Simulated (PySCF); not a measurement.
B(H)(OH)(OtBu), SMILES CC(C)(C)OBO, singlet, GFN2-xTB optimised geometry.

```
18

B      0.18     1.69     0.00
H     -0.44     2.70     0.00
O      1.54     1.69     0.00
H      1.95     2.56     0.00
O     -0.56     0.58     0.00
C     -0.09    -0.77     0.00
C      0.74    -1.04     1.26
C     -1.35    -1.65     0.00
C      0.74    -1.04    -1.25
H      1.04    -2.08     1.29
H      0.15    -0.82     2.15
H      1.62    -0.41     1.26
H     -1.95    -1.43     0.88
H     -1.08    -2.70     0.00
H     -1.95    -1.43    -0.89
H      1.63    -0.41    -1.25
H      0.16    -0.82    -2.14
H      1.05    -2.08    -1.28
```

Density from CAM-B3LYP/def2-SVP (PySCF 2.14.0) at that geometry.

Minimum of the electron density along straight lines between bonded atoms, close to the bond critical point (lines longer than 1.1 times the sum of covalent radii, or with two minima, are not listed):

| bond | length / Å | ρ at the minimum / e bohr⁻³ | ∇²ρ there / e bohr⁻⁵ | position (fraction from the first atom) |
|---|---|---|---|---|
| B1–H2 | 1.181 | 0.180 | -0.16 | 0.43 |
| B1–O3 | 1.364 | 0.200 | 1.10 | 0.33 |
| O3–H4 | 0.955 | [?] | [?] | 0.82 |
| B1–O5 | 1.332 | [?] | 1.25 | 0.33 |
| O5–C6 | 1.430 | 0.241 | -0.37 | 0.66 |
| C6–C7 | 1.531 | 0.250 | -0.60 | 0.51 |
| C6–C8 | 1.532 | 0.251 | -0.60 | 0.51 |
| C6–C9 | 1.531 | 0.250 | -0.60 | 0.51 |
| C7–H10 | 1.087 | 0.277 | -1.02 | 0.63 |
| C7–H11 | 1.088 | 0.277 | -1.02 | 0.63 |
| C7–H12 | 1.086 | 0.280 | -1.06 | 0.64 |
| C8–H13 | 1.087 | 0.278 | -1.03 | 0.63 |
| C8–H14 | 1.086 | 0.277 | -1.02 | 0.63 |
| C8–H15 | 1.087 | 0.278 | -1.03 | 0.63 |
| C9–H16 | 1.086 | 0.280 | -1.06 | 0.64 |
| C9–H17 | 1.088 | 0.277 | -1.02 | 0.63 |
| C9–H18 | 1.087 | 0.277 | -1.02 | 0.63 |

Problem. Fill in the missing entries.

Solution. 
- O3–H4, ρ at the minimum / e bohr⁻³: 0.359
- O3–H4, ∇²ρ there / e bohr⁻⁵: -2.48
- B1–O5, ρ at the minimum / e bohr⁻³: 0.215
